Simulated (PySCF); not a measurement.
## Atomic charges by several schemes

Species: C4H8F2O2.
Cartesian coordinates in Å at the GFN2-xTB level; atoms count from 1:
```
atom  x, y, z in Å
C1    -2.6053   -0.0324    0.6022
O2    -1.7619   -1.0442    0.0908
C3    -0.6610   -0.5747   -0.6292
C4     0.4352    0.0364    0.2552
F5     0.1534    1.3680    0.5153
O6     1.6447   -0.0286   -0.4211
C7     2.7533    0.3311    0.3182
F8     3.0303   -0.6189    1.2674
H9    -3.4509   -0.5466    1.0534
H10   -2.9603    0.6241   -0.1996
H11   -2.1040    0.5757    1.3605
H12   -0.2265   -1.4409   -1.1321
H13   -0.9550    0.1726   -1.3796
H14    0.4743   -0.4609    1.2371
H15    3.6036    0.3664   -0.3693
H16    2.6223    1.2817    0.8555
```

Density: PBE0/pcSseg-1 (PySCF); schemes: Mulliken, IAO, Hirshfeld and ESP-fitted. Geometry: GFN2-xTB, one conformer, isolated molecule.

Question: What partial charge does each atom carry?

Answer: In e:

```tsv
atom	environment	Mulliken	IAO	Hirshfeld	ESP-fitted
C1	methoxy carbon	-0.035	-0.207	-0.043	-0.129
O2	ether oxygen	-0.515	-0.387	-0.145	-0.313
C3	sp3 carbon bound to oxygen	+0.068	-0.068	-0.009	-0.170
C4	sp3 C–F carbon	+0.382	+0.327	+0.122	+0.473
F5	alkyl fluorine	-0.338	-0.338	-0.115	-0.267
O6	ether oxygen	-0.498	-0.371	-0.133	-0.423
C7	sp3 C–F carbon	+0.368	+0.216	+0.092	+0.258
F8	alkyl fluorine	-0.337	-0.329	-0.126	-0.253
H9	methyl hydrogen	+0.122	+0.159	+0.051	+0.119
H10	methyl hydrogen	+0.093	+0.125	+0.039	+0.099
H11	methyl hydrogen	+0.105	+0.132	+0.033	+0.077
H12	methylene hydrogen	+0.139	+0.170	+0.052	+0.145
H13	methylene hydrogen	+0.110	+0.131	+0.039	+0.129
H14	methine hydrogen	+0.114	+0.141	+0.040	+0.085
H15	methylene hydrogen	+0.117	+0.162	+0.058	+0.106
H16	methylene hydrogen	+0.105	+0.138	+0.044	+0.062
```

Mean size of the charges over all atoms: Mulliken 0.215 e, IAO 0.213 e, ESP-fitted 0.194 e, Hirshfeld 0.071 e. Each set sums to the total charge, 0, to within 0.001 e. The Hirshfeld scheme divides the density at each point in proportion to the densities of the neutral, spherically averaged free atoms. The ESP scheme is a least-squares fit of atom-centred charges to the potential on four shells outside the van der Waals surface, with the total charge fixed.

Lowest charge. The schemes don't all agree: Mulliken O2 (-0.515); IAO O2 (-0.387); Hirshfeld O2 (-0.145); ESP-fitted O6 (-0.423).

Highest charge. All schemes agree: Mulliken C4 (+0.382); IAO C4 (+0.327); Hirshfeld C4 (+0.122); ESP-fitted C4 (+0.473).

Question: How closely do the schemes follow one another over all atoms?

Answer: Correlation coefficient and root-mean-square difference: IAO with Hirshfeld 0.99, 0.153 e; Mulliken with Hirshfeld 0.98, 0.186 e; Hirshfeld with ESP-fitted 0.96, 0.152 e; IAO with ESP-fitted 0.96, 0.069 e; Mulliken with IAO 0.95, 0.085 e; Mulliken with ESP-fitted 0.94, 0.096 e.

Question: Sum the charges by element.

Answer: 
```tsv
element	atoms	Mulliken	IAO	Hirshfeld	ESP-fitted
C	4	+0.784	+0.268	+0.162	+0.433
O	2	-1.013	-0.758	-0.277	-0.736
F	2	-0.674	-0.667	-0.241	-0.520
H	8	+0.904	+1.157	+0.356	+0.823
```
